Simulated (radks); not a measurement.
Q: Bi+, 82 electrons, occupied as [Hg] 6p2 (the NIST ground configuration). Method: scalar-relativistic Kohn-Sham, PBE, spin-polarised, spherical densities, finite nucleus; open shells are filled with parallel spins first (spin-orbit coupling, left out, can overturn this in heavy ions); Fermi nuclear charge, rms radius 5.5211 fm; hard spherical wall at 12 bohr; computed with a radial shooting solver on a logarithmic mesh with Libxc functionals. Some entries of the table are withheld. Estimate them.

orbital,occ.,eigenvalue (Ry),<r^2> (bohr^2),r(max) (bohr)
1s up,1,-6660.838,0.0003464,0.009662
1s down,1,-6660.836,0.0003464,0.009662
2s up,1,-1197.370,0.005245,0.05620
2s down,1,-1197.369,0.005245,0.05620
2p up,3,-1024.786,0.004486,0.04691
2p down,3,-1024.784,0.004486,0.04691
3s up,1,-289.4909,0.03370,0.1585
3s down,1,-289.4897,0.03370,0.1585
3p up,3,-240.1537,0.03501,0.1588
3p down,3,-240.1524,0.03501,0.1588
3d up,5,-190.4838,0.02902,0.1294
3d down,5,-190.4827,0.02902,0.1294
4s up,1,-66.90022,0.1604,0.3559
4s down,1,-66.89828,0.1604,0.3559
4p up,3,-50.72652,0.1841,0.3759
4p down,3,-50.72442,0.1841,0.3759
4d up,5,-32.20423,0.2059,0.3815
4d down,5,-32.20185,0.2059,0.3815
5s up,1,-12.18140,0.7736,0.7707
5s down,1,-12.17571,0.7735,0.7708
4f up,7,-11.81027,0.2321,0.3421
4f down,7,-11.80752,0.2321,0.3421
5p up,3,-7.64047,1.014,0.8602
5p down,3,-7.63467,1.012,0.8603
5d up,5,-2.58925,1.769,1.033
5d down,5,-2.57009,1.737,1.032
6s up,1,-1.66125,5.115,1.867
6s down,1,-1.56905,5.032,1.844
6p up,2,-0.88478,8.780,2.373
6p down,0,-0.77721,8.917,2.356
7s up,0,-0.37071,(1),4.947
6d up,0,-0.25744,27.65,4.243
5f up,0,-0.02924,(2),6.507

A: 
(1) 7s up <r^2> (bohr^2): 31.45
(2) 5f up <r^2> (bohr^2): 46.67
